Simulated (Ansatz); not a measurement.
**Energy profile**

The step: CH₆OSi ([CH3][O][SiH3]) + H → CH₅OSi ([CH2][O][SiH3]) + H₂; bonds formed: H1–H5; bonds broken: H1–C2 (atoms numbered as in the saddle structure below).

```xyz
10
angstrom
H -0.2762 0.7527 -1.4877
C 0.2138 -0.4204 -1.1302
O -0.3708 -0.8259 0.0428
Si -0.0942 -0.1036 1.5053
H -0.6553 1.6213 -1.7053
H -0.0625 -1.0735 -1.9570
H 1.2904 -0.2335 -1.0653
H -0.6890 1.2575 1.5440
H 1.3719 0.0052 1.7384
H -0.7281 -0.9797 2.5150
```

Electronic energies by CCSD(T) at an estimated basis limit (MP2 extrapolated from triple and quadruple zeta, plus CCSD(T) − MP2 in triple zeta), on PBE0-D4/def2-TZVP structures; CH₇OSi, doublet; no counterpoise correction; spin–orbit coupling, which lowers free halogen atoms and radicals such as OH and SH, is left out. Ansatz 0.2.0; basis: def2-TZVPP and def2-QZVPP; cores frozen in the correlated methods; orbitals are unrestricted. Extrapolation: Hartree–Fock as exp(−7.88 √X), correlation as X^−2.97.

Task: Give the profile in kJ/mol, counted from the separated reactants. (Judge from chemistry; the value comes from the calculation.)

Result: Computed:
| point | kJ/mol |
| --- | --- |
| separated: CH₆OSi (linked as [CH3][O][SiH3]; H1, C2, O3, Si4, H6, H7, H8, H9, H10; singlet) + H (H5; doublet) | 0.0 |
| start structure | -1.2 |
| saddle | 42.6 |
| end structure | -23.7 |
| separated: H₂ (H1, H5; singlet) + CH₅OSi (linked as [CH2][O][SiH3]; C2, O3, Si4, H6, H7, H8, H9, H10; doublet) | -21.7 |

The T1 diagnostic stays at or below 0.016. ⟨S²⟩ of the unrestricted Hartree–Fock references: 0.75 to 0.79 (a pure state has 0.75).

Radical steps of this kind take place in plasma deposition and etching.

For scale, one of the runs: CCSD(T)/def2-TZVPP, 202 basis functions, launched by `ansatz run in.yaml --threads 4 --pin off --events-out ev --progress --plain --max-ram 9574MiB`. The run took 2.2 min on 4 CPU threads of an Arm Neoverse V1 (shared host), with 6.5 GiB of host memory at its peak.
